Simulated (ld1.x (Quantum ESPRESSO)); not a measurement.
antimony: one change to a TM potential, before and after

- Element: antimony (Sb)
- Generator: ld1.x (Quantum ESPRESSO) 7.5
- Type: norm-conserving Troullier–Martins (Kleinman–Bylander form)
- Functional: LDA (PZ)
- Relativity: non-relativistic
- Frozen core: [Kr] 4d10
- Valence charge: 5
- Reference configuration: 5s1.5 5p3.5
- Partial waves: 5s (bound): rc 2.15 bohr; 5p (bound): rc 2.30 bohr
- Local potential: all-electron potential smoothed inside 2.30 bohr (lloc = -1)
- Core correction: Bessel-smoothed model core inside 1.25 bohr

Change: wave 5p (bound): rc 2.30 bohr becomes 5p (bound): rc 2.76 bohr.

Cutoffs: the cutoffs (Ry, on a coarse ladder) from which the occupation-weighted sum of valence levels, in a spherical-Bessel basis at the reference potential, stays within 10 and 1 mRy of its value at 400 Ry; they do not see the model core or the augmentation charge, which bear on the density cutoff. Errors are all-electron minus pseudo energies relative to the spin-unpolarised reference configuration.

Problem. What does the change do?

Solution. The potential gets neither clearly harder nor softer (18 Ry and 30 Ry → 18 Ry and 30 Ry); the s channel sets the loose cutoff, while the largest relative change is in p, which becomes softer; of the 9 tests that both files solve, the error grows in 4 and shrinks in 4 by more than 15 % and 0.3 meV (median size 1.5 → 4.9 meV); neither file shows a bound ghost.

```csv
quantity,base,changed
"cutoff, loose",18 Ry,18 Ry
"cutoff, tight",30 Ry,30 Ry
loose cutoff by channel (10 mRy a level),"s 10 Ry, p 8 Ry","s 10 Ry, p 6 Ry"
bound ghosts,none,none
"error for 5s2 5p3, meV [ΔE -3.56 eV]",-1.5,-0.6
"error for 5s2 5p2, meV [ΔE 5.00 eV]",-0.6,-0.4
"error for 5s2 5p1, meV [ΔE 21.24 eV]",-8.6,-13
"error for 5s1 5p0, meV [ΔE 89.11 eV]",-272,-335
"error for 5s0 5p5, meV [ΔE 10.93 eV]",-14,-4.9
"error for 5s1 5p4, meV [ΔE 3.60 eV]",-1.6,-0.7
"error for 5s2 5p3.3, meV [ΔE -4.78 eV]",-1.5,-0.5
"error for 5s1.5 5p3.5 (spin-polarised), meV [ΔE -1.11 eV]",+0.1,-8.3
"error for 5s2 5p3 (spin-polarised), meV [ΔE -4.64 eV]",+0.1,-7.7
```
